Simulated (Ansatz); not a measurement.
Start from `C=C=NC` and change one atom or group to get `C=C=[N][AlH2]`.

Ansatz, PBE0-D4/def2-TZVP geometries, multiplicity 1. 

| property | `C=C=NC` |
| --- | --- |
| size of the dipole moment (B3LYP/def2-TZVPP) / D | 1.38 |
| LUMO energy (PBE/def2-TZVPP) / eV | -0.91 |
| HOMO–LUMO gap (ωB97M-V/def2-TZVPP) / eV | 11.19 |
| ideal-gas entropy at 298 K and 1 bar (rigid rotor, harmonic PBE0-D4/def2-TZVP) / J/(mol·K) | 288 |
| LUMO energy (ωB97M-V/def2-TZVPP) / eV | 2.39 |
| HOMO–LUMO gap (B3LYP/def2-TZVPP) / eV | 6.32 |

What does the change do to each property? (An estimate is asked.)

Computed: 
```tsv
property	`C=C=[N][AlH2]`	shift
size of the dipole moment (B3LYP/def2-TZVPP) / D	0.23	-1.15
LUMO energy (PBE/def2-TZVPP) / eV	-2.12	-1.21
HOMO–LUMO gap (ωB97M-V/def2-TZVPP) / eV	8.55	-2.64
ideal-gas entropy at 298 K and 1 bar (rigid rotor, harmonic PBE0-D4/def2-TZVP) / J/(mol·K)	304	16
LUMO energy (ωB97M-V/def2-TZVPP) / eV	0.21	-2.18
HOMO–LUMO gap (B3LYP/def2-TZVPP) / eV	4.47	-1.85
```

With PBE0 the HOMO rises by 0.35 eV and the LUMO falls by 1.58 eV, so the gap narrows by about 1.93 eV. PBE moves the HOMO by 0.19 eV and ωB97M-V by 0.45 eV. The zero-point energy changes by -65.1 kJ/mol with -3 modes. Dipoles are sizes alone; their direction can turn.

B3LYP here is the variant with VWN-RPA as its local correlation; programs differ in this.
